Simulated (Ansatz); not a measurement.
Cost and result for the atomization energy of `CO[SiH](Br)O[SiH3]` (13 atoms, 12 bonds).

```json
{"atom": "C1", "x (Å)": "-1.484", "y (Å)": "-1.947", "z (Å)": "-0.637"}
{"atom": "O2", "x (Å)": "-1.006", "y (Å)": "-0.724", "z (Å)": "-0.116"}
{"atom": "Si3", "x (Å)": "0.003", "y (Å)": "0.299", "z (Å)": "-0.865"}
{"atom": "Br4", "x (Å)": "1.842", "y (Å)": "-0.802", "z (Å)": "-1.471"}
{"atom": "O5", "x (Å)": "0.382", "y (Å)": "1.477", "z (Å)": "0.164"}
{"atom": "Si6", "x (Å)": "1.239", "y (Å)": "1.825", "z (Å)": "1.525"}
{"atom": "H7", "x (Å)": "-2.154", "y (Å)": "-2.385", "z (Å)": "0.103"}
{"atom": "H8", "x (Å)": "-0.660", "y (Å)": "-2.640", "z (Å)": "-0.826"}
{"atom": "H9", "x (Å)": "-2.040", "y (Å)": "-1.794", "z (Å)": "-1.567"}
{"atom": "H10", "x (Å)": "-0.583", "y (Å)": "0.876", "z (Å)": "-2.087"}
{"atom": "H11", "x (Å)": "1.417", "y (Å)": "0.603", "z (Å)": "2.349"}
{"atom": "H12", "x (Å)": "2.564", "y (Å)": "2.368", "z (Å)": "1.141"}
{"atom": "H13", "x (Å)": "0.479", "y (Å)": "2.844", "z (Å)": "2.287"}
```

Total charge 0; spin multiplicity 1. Correlated methods include outer-core shells of Br, which these sets cover unevenly. Scalar relativity is left out up to krypton. Geometry: relaxed with PBE0-D4/def2-TZVP. It is one conformer, not always the lowest. Program: Ansatz. All runs use 2 threads of an AMD EPYC 7R13 on a shared host and a share of an NVIDIA H100 80 GB. Times are those of one run each, without the atoms' runs, and a repeat can differ threefold. Electronic energies, without spin–orbit coupling; frozen cores. CCSD(T)/CBS adds CCSD(T) − MP2 in def2-TZVPP to the MP2 limit, and its time is that of the two runs behind it. T1 = 0.010. With those shells the extrapolation isn't a true limit. B3LYP takes the VWN-RPA correlation (the form of Gaussian; ORCA's B3LYP/G).

CCSD(T)/CBS is a level of theory with its own doubt, some kJ/mol a heavy atom from the limit and from the frozen cores, so smaller differences don't rank the functionals.

```tsv
level	functions	wall time	atomization (kcal/mol)	difference from CCSD(T)/CBS	per bond
B2PLYP/def2-TZVPP	323	6.5 s	1114.0	-20.6	-1.7
PBE0-D4/def2-TZVPP	323	7 s	1116.8	-17.8	-1.5
PBE-D4/def2-TZVPP (with forces)	323	8 s	1131.0	-3.6	-0.3
r2SCAN-D4/def2-TZVPP (with forces)	323	8.5 s	1130.0	-4.6	-0.4
B3LYP-D4/def2-TZVPP (with forces)	323	8.5 s	1124.0	-10.6	-0.9
ωB97M-V/def2-TZVPP (with forces)	323	8.5 s	1130.2	-4.4	-0.4
MP2/def2-QZVPP	610	10 s	1140.8	6.2	0.5
ωB97X-V/def2-TZVPP	323	12 s	1133.1	-1.5	-0.1
CCSD(T)/def2-TZVPP	323	17 s	1101.0	-33.6	-2.8
CCSD(T)/CBS(def2)	–	27 s	1134.6	0.0	0.0
```

The D4 term adds +13.2 kcal/mol with B3LYP and +7.0 kcal/mol with PBE0; it sums over pairs of atoms, weighted by their polarisabilities, and B3LYP, whose exchange is more repulsive, gets the larger term. From PBE to PBE0 (25 % exact exchange), in def2-TZVPP and without D4, the atomization energy moves by −13.1 kcal/mol: exact exchange takes away binding that semilocal exchange gives to molecules. In def2-TZVPP, CCSD(T) changes the Hartree–Fock value by +263.5 kcal/mol (the triples alone add +14.5 kcal/mol) and MP2 by +283.0 kcal/mol; breaking electron pairs costs correlation energy, which Hartree–Fock lacks.
